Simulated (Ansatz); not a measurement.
Relaxation of Cl3FH3NTi (9 atoms, charge 0, multiplicity 1), to a largest force component of 0.03 eV/Å in at most 50 steps.

The calculation used RKS BLYP/def2-SVP in Ansatz 0.2.0.

```xyz
9
Properties=species:S:1:pos:R:3
Ti -0.049 0.154 -0.132
F 0.033 0.202 1.675
Cl 1.997 0.321 -0.990
Cl -1.308 1.787 -0.923
N -0.878 -1.417 -0.684
H -0.644 -2.315 -0.240
H -1.523 -1.525 -1.476
Cl 1.318 -2.688 1.557
H 0.846 -1.658 2.271
```

Q: Where does it end, and by what steps?

A: The run converged. The force dipped under the threshold on the way, but the program's further checks kept it going. After 16 steps the energy has fallen by 0.122 eV; Cl8 moved furthest, 1.20 Å.

```json
{"step": "0", "energy less start (eV)": "0.0000", "largest force component (eV/Å)": "0.593", "accepted": "yes"}
{"step": "1", "energy less start (eV)": "-0.0342", "largest force component (eV/Å)": "0.810", "accepted": "yes"}
{"step": "2", "energy less start (eV)": "0.0186", "largest force component (eV/Å)": "2.113", "accepted": "no"}
{"step": "3", "energy less start (eV)": "-0.0703", "largest force component (eV/Å)": "0.146", "accepted": "yes"}
{"step": "4", "energy less start (eV)": "-0.0807", "largest force component (eV/Å)": "0.141", "accepted": "yes"}
{"step": "5", "energy less start (eV)": "-0.0891", "largest force component (eV/Å)": "0.353", "accepted": "yes"}
{"step": "6", "energy less start (eV)": "-0.1040", "largest force component (eV/Å)": "0.074", "accepted": "yes"}
{"step": "7", "energy less start (eV)": "-0.1095", "largest force component (eV/Å)": "0.125", "accepted": "yes"}
{"step": "8", "energy less start (eV)": "-0.1032", "largest force component (eV/Å)": "0.677", "accepted": "no"}
{"step": "9", "energy less start (eV)": "-0.1151", "largest force component (eV/Å)": "0.090", "accepted": "yes"}
{"step": "10", "energy less start (eV)": "-0.1179", "largest force component (eV/Å)": "0.026", "accepted": "yes"}
{"step": "11", "energy less start (eV)": "-0.1185", "largest force component (eV/Å)": "0.264", "accepted": "yes"}
{"step": "12", "energy less start (eV)": "-0.1199", "largest force component (eV/Å)": "0.131", "accepted": "yes"}
{"step": "13", "energy less start (eV)": "-0.1206", "largest force component (eV/Å)": "0.047", "accepted": "yes"}
{"step": "14", "energy less start (eV)": "-0.1212", "largest force component (eV/Å)": "0.008", "accepted": "yes"}
{"step": "15", "energy less start (eV)": "-0.1218", "largest force component (eV/Å)": "0.043", "accepted": "yes"}
{"step": "16", "energy less start (eV)": "-0.1220", "largest force component (eV/Å)": "0.021", "accepted": "yes"}
```

```xyz
9
Properties=species:S:1:pos:R:3
Ti 0.059 0.273 -0.283
F 0.701 0.068 1.362
Cl 1.645 0.869 -1.720
Cl -1.616 1.729 -0.362
N -0.578 -1.407 -0.742
H -0.470 -2.204 -0.091
H -1.047 -1.687 -1.613
Cl 0.417 -3.031 2.273
H 0.681 -1.749 2.233
```

Whether the end is a true minimum wasn't checked by a vibrational analysis.

Run time: 18 s on 4 threads of Intel(R) Xeon(R) 6975P-C (Granite Rapids), on a shared host, peak memory 0.23 GiB.
